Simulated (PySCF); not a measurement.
# `InChI=1S/C4H6O3SSi/c5-8(6,7)4-2-1-3-9-4/h1-3H,9H2,(H,5,6,7)`

Cartesian coordinates in Å; atom numbers follow the order of the lines, from 1:
```xyz
15

O    -2.333   -1.629   -0.139
S    -1.983   -0.267   -0.385
O    -2.477    0.384   -1.563
O    -2.498    0.622    0.876
C    -0.267   -0.091   -0.199
C     0.481    0.702   -0.964
C     1.903    0.699   -0.638
C     2.271   -0.100    0.374
Si    0.758   -1.014    1.076
H    -3.057    1.324    0.542
H     0.087    1.302   -1.771
H     2.581    1.320   -1.205
H     3.297   -0.172    0.692
H     0.803   -2.453    0.840
H     0.427   -0.618    2.443
```

Method used: GIAO KT3/pcSseg-1 magnetisability, rotational g tensor and spin-rotation constants, non-relativistic, gas phase (PySCF 2.14.0). Geometry: GFN2-xTB.

(1) What are the magnetisability and the molar susceptibility?

(2) Split it along the inertial axes a, b, c into diamagnetic and paramagnetic parts about the centre of mass, with the quadrupole moment.

(3) And the rotational g tensor?

Answers

(1) Isotropic -1244 × 10⁻³⁰ J/T², or -74.9 × 10⁻⁶ cm³/mol; principal values -1530, -1126, -1076 × 10⁻³⁰ J/T², anisotropy 431 × 10⁻³⁰ J/T² (root of half the summed squared differences of the principal values). The susceptibility is in cgs units.

(2) 
```
axis  χ (10⁻⁶ cm³/mol)  diamagnetic (10⁻⁶ cm³/mol)  paramagnetic (10⁻⁶ cm³/mol)  summed x² of all electrons (Å²)  quadrupole Θ (D Å)
   a             -67.8                      -609.7                        541.8                            285.1               +2.67
   b             -64.8                     -1399.5                       1334.7                             98.9               +0.60
   c             -92.0                     -1628.9                       1536.9                             44.8               -3.27
```
Anisotropies 2χaa − χbb − χcc = +21.2 and 2χbb − χaa − χcc = +30.2 × 10⁻⁶ cm³/mol. Θ is traceless in Buckingham's convention.

(3) 
| axis | rotational constant (GHz) | g | nuclear part | electronic part |
| --- | --- | --- | --- | --- |
| a | 2.4293 | -0.0550 | 0.5634 | -0.6184 |
| b | 0.8951 | -0.0210 | 0.5403 | -0.5613 |
| c | 0.7639 | -0.0074 | 0.5442 | -0.5515 |

Asymmetric top; isotopes 12C, 1H, 16O, 32S, 28Si; no vibrational averaging.
